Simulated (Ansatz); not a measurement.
Ansatz (an electronic-structure program) job for Te(OSiH3)2 (H6O2Si2Te), SMILES [SiH3]O[Te]O[SiH3], B3LYP-D3(BJ)/def2-SVP. 

Ansatz 0.2 input:
```yaml
crystal:
  periodic: [false, false, false]
  atoms:
    - {symbol: Te, position_ang: [0.60424089, -0.04351384, 0.88411987]}
    - {symbol: O, position_ang: [0.29696450, -1.55486177, -0.32290530]}
    - {symbol: Si, position_ang: [-0.83414311, -1.88256437, -1.44856267]}
    - {symbol: H, position_ang: [-2.18373962, -1.76709952, -0.88519558]}
    - {symbol: H, position_ang: [-0.43556357, -3.25619080, -1.72957680]}
    - {symbol: H, position_ang: [-0.69139112, -0.97553881, -2.58618331]}
    - {symbol: O, position_ang: [0.24919487, 1.37615275, -0.42194960]}
    - {symbol: Si, position_ang: [-1.16409077, 2.08487784, -0.83447998]}
    - {symbol: H, position_ang: [-2.15350439, 1.09626575, -1.26658688]}
    - {symbol: H, position_ang: [-0.66562766, 2.93805004, -1.90443294]}
    - {symbol: H, position_ang: [-1.68470053, 2.82451613, 0.31917886]}
basis:
  gaussian:
    orbitals: def2-SVP
hamiltonian:
  xc: b3lyp
  dispersion: d3bj
relax: {f_tol: 0.002, max_steps: 200}
```

Program output:

```
WARN ansatz: RAYON_NUM_THREADS=1 ignored (pool sized by the plan → 1); use --threads N
Functional definition: B3LYP
integrals: 0.09 GiB planned
1317 factors; integrals over basis functions are off by at most 5.4e-4 eV
mean field: 0.68 GiB planned
mean field evaluation 1: about -27226.5866 eV, gradient 7.1e1 eV
mean field evaluation 2: about -27187.9757 eV, gradient 1.5e2 eV
mean field evaluation 4: about -27235.8093 eV, gradient 6.9e0 eV
mean field evaluation 8: about -27235.9043 eV, gradient 2.2e-1 eV
mean field evaluation 16: about -27235.9044 eV, gradient 2.6e-5 eV
mean field -27235.90441508 eV, -1000.9010260952 hartree, gradient 2.6e-5 eV, S^2 0.000000; 0 other end points of the search recorded, 0 dependent functions left out
the calculation of the forces begins
reference -27235.90471490 eV, -1000.9010371132 hartree; 37, 37 occupied and 83, 83 virtual orbitals, 1317 factors
relax step   1: F+E_penalty+E_count = -27236.47907682 eV  Δ(F+E_penalty+E_count) = +0.000e0 eV  max|allowed force component| = 1.253e0 eV/Å  Δτ_max = 0.0000 Å  (27 SCF iters, accepted)
these checks for a lower state are left out or cut short: starts, cluster_reference, orbital_swaps, neighbouring_geometries, increment
integrals: 0.09 GiB planned
1317 factors; integrals over basis functions are off by at most 5.9e-4 eV
mean field: 0.68 GiB planned
[...]
integrals: 0.09 GiB planned
1317 factors; integrals over basis functions are off by at most 6.6e-4 eV
mean field: 0.68 GiB planned
mean field evaluation 96: about -27236.2451 eV, gradient 8.5e-5 eV
mean field -27236.24505638 eV, -1000.9135444320 hartree, gradient 1.2e-5 eV, S^2 0.000000; 0 other end points of the search recorded, 0 dependent functions left out
the calculation of the forces begins
reference -27236.24536207 eV, -1000.9135556659 hartree; 37, 37 occupied and 83, 83 virtual orbitals, 1317 factors
relax step  13: F+E_penalty+E_count = -27236.79854289 eV  Δ(F+E_penalty+E_count) = -3.139e-4 eV  max|allowed force component| = 2.426e-2 eV/Å  Δτ_max = 0.0328 Å  (31 SCF iters, accepted)
these checks for a lower state are left out or cut short: starts, cluster_reference, orbital_swaps, neighbouring_geometries, increment
integrals: 0.09 GiB planned
1317 factors; integrals over basis functions are off by at most 6.8e-4 eV
mean field: 0.68 GiB planned
mean field -27236.24495930 eV, -1000.9135408645 hartree, gradient 1.2e-5 eV, S^2 0.000000; 0 other end points of the search recorded, 0 dependent functions left out
the calculation of the forces begins
reference -27236.24526483 eV, -1000.9135520924 hartree; 37, 37 occupied and 83, 83 virtual orbitals, 1317 factors
relax step  14: F+E_penalty+E_count = -27236.79876548 eV  Δ(F+E_penalty+E_count) = -2.226e-4 eV  max|allowed force component| = 1.812e-2 eV/Å  Δτ_max = 0.0566 Å  (31 SCF iters, accepted)
these checks for a lower state are left out or cut short: starts, cluster_reference, orbital_swaps, neighbouring_geometries, increment
integrals: 0.09 GiB planned
1317 factors; integrals over basis functions are off by at most 6.9e-4 eV
mean field: 0.68 GiB planned
mean field -27236.24443349 eV, -1000.9135215413 hartree, gradient 1.2e-5 eV, S^2 0.000000; 0 other end points of the search recorded, 0 dependent functions left out
the calculation of the forces begins
reference -27236.24473864 eV, -1000.9135327554 hartree; 37, 37 occupied and 83, 83 virtual orbitals, 1317 factors
relax step  15: F+E_penalty+E_count = -27236.79882509 eV  Δ(F+E_penalty+E_count) = -5.961e-5 eV  max|allowed force component| = 2.347e-2 eV/Å  Δτ_max = 0.0516 Å  (31 SCF iters, accepted)
these checks for a lower state are left out or cut short: starts, cluster_reference, orbital_swaps, neighbouring_geometries, increment
integrals: 0.09 GiB planned
1317 factors; integrals over basis functions are off by at most 6.9e-4 eV
mean field: 0.68 GiB planned
mean field -27236.24489090 eV, -1000.9135383509 hartree, gradient 2.3e-5 eV, S^2 0.000000; 0 other end points of the search recorded, 0 dependent functions left out
the calculation of the forces begins
reference -27236.24519611 eV, -1000.9135495668 hartree; 37, 37 occupied and 83, 83 virtual orbitals, 1317 factors
relax step  16: F+E_penalty+E_count = -27236.79892114 eV  Δ(F+E_penalty+E_count) = -9.605e-5 eV  max|allowed force component| = 1.442e-2 eV/Å  Δτ_max = 0.0048 Å  (25 SCF iters, accepted)
these checks for a lower state are left out or cut short: starts, cluster_reference, orbital_swaps, neighbouring_geometries, increment
integrals: 0.09 GiB planned
1317 factors; integrals over basis functions are off by at most 6.9e-4 eV
mean field: 0.68 GiB planned
mean field -27236.24498976 eV, -1000.9135419839 hartree, gradient 2.2e-5 eV, S^2 0.000000; 0 other end points of the search recorded, 0 dependent functions left out
the calculation of the forces begins
reference -27236.24529483 eV, -1000.9135531950 hartree; 37, 37 occupied and 83, 83 virtual orbitals, 1317 factors
relax step  17: F+E_penalty+E_count = -27236.79898229 eV  Δ(F+E_penalty+E_count) = -6.114e-5 eV  max|allowed force component| = 3.570e-3 eV/Å  Δτ_max = 0.0087 Å  (25 SCF iters, accepted)
these checks for a lower state are left out or cut short: starts, cluster_reference, orbital_swaps, neighbouring_geometries, increment
integrals: 0.09 GiB planned
1317 factors; integrals over basis functions are off by at most 6.9e-4 eV
mean field: 0.68 GiB planned
mean field evaluation 128: about -27236.2449 eV, gradient 1.6e-1 eV
mean field -27236.24504160 eV, -1000.9135438888 hartree, gradient 1.2e-5 eV, S^2 0.000000; 0 other end points of the search recorded, 0 dependent functions left out
the calculation of the forces begins
reference -27236.24534652 eV, -1000.9135550945 hartree; 37, 37 occupied and 83, 83 virtual orbitals, 1317 factors
relax step  18: F+E_penalty+E_count = -27236.79903215 eV  Δ(F+E_penalty+E_count) = -4.987e-5 eV  max|allowed force component| = 4.451e-3 eV/Å  Δτ_max = 0.0267 Å  (32 SCF iters, accepted)
these checks for a lower state are left out or cut short: starts, cluster_reference, orbital_swaps, neighbouring_geometries, increment
integrals: 0.09 GiB planned
1317 factors; integrals over basis functions are off by at most 7.0e-4 eV
mean field: 0.68 GiB planned
mean field -27236.24501121 eV, -1000.9135427722 hartree, gradient 1.2e-5 eV, S^2 0.000000; 0 other end points of the search recorded, 0 dependent functions left out
the calculation of the forces begins
reference -27236.24531583 eV, -1000.9135539668 hartree; 37, 37 occupied and 83, 83 virtual orbitals, 1317 factors
relax step  19: F+E_penalty+E_count = -27236.79904760 eV  Δ(F+E_penalty+E_count) = -1.545e-5 eV  max|allowed force component| = 1.441e-2 eV/Å  Δτ_max = 0.0474 Å  (31 SCF iters, accepted)
these checks for a lower state are left out or cut short: starts, cluster_reference, orbital_swaps, neighbouring_geometries, increment
integrals: 0.09 GiB planned
1317 factors; integrals over basis functions are off by at most 7.0e-4 eV
mean field: 0.68 GiB planned
mean field -27236.24499861 eV, -1000.9135423091 hartree, gradient 1.0e-5 eV, S^2 0.000000; 0 other end points of the search recorded, 0 dependent functions left out
the calculation of the forces begins
reference -27236.24530327 eV, -1000.9135535050 hartree; 37, 37 occupied and 83, 83 virtual orbitals, 1317 factors
relax step  20: F+E_penalty+E_count = -27236.79907110 eV  Δ(F+E_penalty+E_count) = -2.350e-5 eV  max|allowed force component| = 5.761e-3 eV/Å  Δτ_max = 0.0078 Å  (24 SCF iters, accepted)
these checks for a lower state are left out or cut short: starts, cluster_reference, orbital_swaps, neighbouring_geometries, increment
integrals: 0.09 GiB planned
1317 factors; integrals over basis functions are off by at most 7.0e-4 eV
mean field: 0.68 GiB planned
mean field -27236.24500373 eV, -1000.9135424973 hartree, gradient 3.2e-5 eV, S^2 0.000000; 0 other end points of the search recorded, 0 dependent functions left out
the calculation of the forces begins
reference -27236.24530838 eV, -1000.9135536929 hartree; 37, 37 occupied and 83, 83 virtual orbitals, 1317 factors
relax step  21: F+E_penalty+E_count = -27236.79907731 eV  Δ(F+E_penalty+E_count) = -6.209e-6 eV  max|allowed force component| = 2.562e-3 eV/Å  Δτ_max = 0.0015 Å  (20 SCF iters, accepted)
these checks for a lower state are left out or cut short: starts, cluster_reference, orbital_swaps, neighbouring_geometries, increment
integrals: 0.09 GiB planned
1317 factors; integrals over basis functions are off by at most 7.0e-4 eV
mean field: 0.68 GiB planned
mean field -27236.24505758 eV, -1000.9135444761 hartree, gradient 5.5e-5 eV, S^2 0.000000; 0 other end points of the search recorded, 0 dependent functions left out
the calculation of the forces begins
reference -27236.24536225 eV, -1000.9135556724 hartree; 37, 37 occupied and 83, 83 virtual orbitals, 1317 factors
relax step  22: F+E_penalty+E_count = -27236.79907874 eV  Δ(F+E_penalty+E_count) = -1.434e-6 eV  max|allowed force component| = 6.860e-4 eV/Å  Δτ_max = 0.0021 Å  (21 SCF iters, accepted)
these checks for a lower state are left out or cut short: starts, cluster_reference, orbital_swaps, neighbouring_geometries, increment
integrals: 0.09 GiB planned
1317 factors; integrals over basis functions are off by at most 7.0e-4 eV
mean field: 0.68 GiB planned
mean field -27236.24500028 eV, -1000.9135423703 hartree, gradient 1.2e-5 eV, S^2 0.000000; 0 other end points of the search recorded, 0 dependent functions left out
the calculation of the forces begins
reference -27236.24530488 eV, -1000.9135535642 hartree; 37, 37 occupied and 83, 83 virtual orbitals, 1317 factors
relax step  23: F+E_penalty+E_count = -27236.79908158 eV  Δ(F+E_penalty+E_count) = -2.842e-6 eV  max|allowed force component| = 1.000e-3 eV/Å  Δτ_max = 0.0086 Å  (24 SCF iters, accepted)
these checks for a lower state are left out or cut short: starts, cluster_reference, orbital_swaps, neighbouring_geometries, increment
integrals: 0.09 GiB planned
1317 factors; integrals over basis functions are off by at most 7.0e-4 eV
mean field: 0.68 GiB planned
mean field evaluation 160: about -27236.2152 eV, gradient 3.7e-1 eV
mean field -27236.24498532 eV, -1000.9135418207 hartree, gradient 6.7e-6 eV, S^2 0.000000; 0 other end points of the search recorded, 0 dependent functions left out
the calculation of the forces begins
reference -27236.24528984 eV, -1000.9135530115 hartree; 37, 37 occupied and 83, 83 virtual orbitals, 1317 factors
relax step  24: F+E_penalty+E_count = -27236.79908263 eV  Δ(F+E_penalty+E_count) = -1.045e-6 eV  max|allowed force component| = 1.978e-3 eV/Å  Δτ_max = 0.0135 Å  (25 SCF iters, accepted)
integrals: 0.09 GiB planned
1317 factors; integrals over basis functions are off by at most 7.0e-4 eV
mean field: 0.68 GiB planned
mean field -27236.24498532 eV, -1000.9135418207 hartree, gradient 6.7e-6 eV, S^2 0.000000; 1 other end points of the search recorded, 0 dependent functions left out
the calculation of the forces begins
reference -27236.24528984 eV, -1000.9135530115 hartree; 37, 37 occupied and 83, 83 virtual orbitals, 1317 factors
Total energy: -27236.79938714 eV, -1000.9339157118 hartree
Atom 0 at     0.559953    -0.059582     0.881790 Å, force     0.000063     0.000125     0.001978 eV/Å
Atom 1 at     0.485731    -1.461890    -0.527819 Å, force     0.000637     0.000105    -0.000858 eV/Å
Atom 2 at    -0.841581    -1.996331    -1.407324 Å, force    -0.001305     0.000029    -0.000337 eV/Å
Atom 3 at    -2.107056    -1.716210    -0.665648 Å, force     0.000357     0.000007    -0.000170 eV/Å
Atom 4 at    -0.681747    -3.463209    -1.607236 Å, force     0.000123     0.000392    -0.000005 eV/Å
Atom 5 at    -0.891389    -1.320450    -2.733498 Å, force     0.000268    -0.000366     0.000287 eV/Å
Atom 6 at     0.384659     1.559363    -0.277306 Å, force    -0.000310    -0.000162    -0.000732 eV/Å
Atom 7 at    -1.074894     2.179784    -0.834787 Å, force    -0.001587     0.000319    -0.001610 eV/Å
Atom 8 at    -1.766999     1.192103    -1.713381 Å, force     0.000600     0.000877     0.001489 eV/Å
Atom 9 at    -0.749089     3.404544    -1.613115 Å, force    -0.000151    -0.000797     0.001160 eV/Å
Atom 10 at    -1.979950     2.521971     0.301751 Å, force     0.001306    -0.000530    -0.001202 eV/Å
Dipole moment:    -0.223427    -0.018411     0.306162 e Å
```

The run converged.

Cost: around 4 core-minutes (rough).
